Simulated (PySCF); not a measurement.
Si(H)3(NHiPr) (C₃H₁₁NSi), SMILES CC(N[SiH3])C.

Coordinates come from a PBE0-D3(BJ)/def2-SVP optimisation. Other conformers were not sampled.

Vertical ionisation energy (IE) and electron affinity (EA) in eV. Rows of orbital energies are one-electron estimates. Where ΔSCF, EOM or ADC give a negative EA the extra electron is unbound and the value depends on the basis.

| level | IE | EA |
|---|---|---|
| −ε(HOMO), −ε(LUMO), HF/def2-TZVP (PySCF) | ___ | ___ |
| −ε(HOMO), −ε(LUMO), PBE/def2-TZVP (PySCF) | 5.39 | 0.30 |

### Question
Some entries are withheld; supply them. (Estimate from the structure and the level; the computed values follow.)

### Answer

- −ε(HOMO), −ε(LUMO), HF/def2-TZVP (PySCF), IE: 10.05
- −ε(HOMO), −ε(LUMO), HF/def2-TZVP (PySCF), EA: -3.30
